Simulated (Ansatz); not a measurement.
Reaction (hydrogenolysis of the Al–F bond): `[OH][Al]([F])[SiH3]` + H₂ → `[OH][AlH][SiH3]` + H–F

Gas-phase electronic energies from Ansatz, PBE0-D4/def2-TZVP geometries. CCSD(T)/CBS is the MP2 limit (def2-TZVPP, def2-QZVPP) plus CCSD(T) − MP2 in def2-TZVPP, frozen cores. This one scheme is used for every species. One conformer a species, not always the lowest.

`[OH][Al]([F])[SiH3]`:

Z-matrix (Å, degrees):
```
Si
Al 1 2.432
H 1 1.488 2 110.4
H 1 1.487 2 111.4 3 -120.6
H 1 1.489 2 110.1 3 119.1
F 2 1.652 1 121.3 3 126.2
O 2 1.686 1 119.3 3 -54.0
H 7 0.956 2 125.3 1 -179.6
```

H₂:

Cartesian coordinates in Å:
```
H 0.124 -0.185 -0.299
H -0.124 0.185 0.299
```

`[OH][AlH][SiH3]`:

```xyz
8

O    -0.879    1.757   -0.956
Al    0.372    0.633   -0.725
Si   -0.037   -1.111    0.942
H    -0.827    2.475   -1.586
H     1.700    0.772   -1.589
H     1.077   -1.166    1.933
H    -0.099   -2.451    0.290
H    -1.308   -0.909    1.691
```

H–F:

```xyz
2

F     0.318    0.227    0.242
H    -0.318   -0.227   -0.242
```

```
              species  HF/def2-QZVPP energy (Eh)
`[OH][Al]([F])[SiH3]`                 -707.74514
                   H₂                   -1.13348
    `[OH][AlH][SiH3]`                 -608.74284
                  H–F                 -100.07004
```

Q: Work out ΔE.

A: ΔE = (-608.74284) + (-100.07004) − (-707.74514) − (-1.13348) = 0.06574 Eh = +1.79 eV. CCSD(T)/CBS gives +1.82 eV.

Largest T1 diagnostic among the species: 0.014.

Leaving LDA and LC-ωPBE aside and taking each functional with its dispersion term where it has one, the values, not all of them listed here, spread over 0.16 eV, from HSE06-D4 to r2SCAN-D4. From r2SCAN to r2SCAN0 (25 % exact exchange), in def2-TZVPP and without D4, ΔE moves by −0.05 eV. In def2-TZVPP, CCSD(T) changes the Hartree–Fock value by +0.04 eV (the triples alone add +0.02 eV) and MP2 by +0.11 eV.
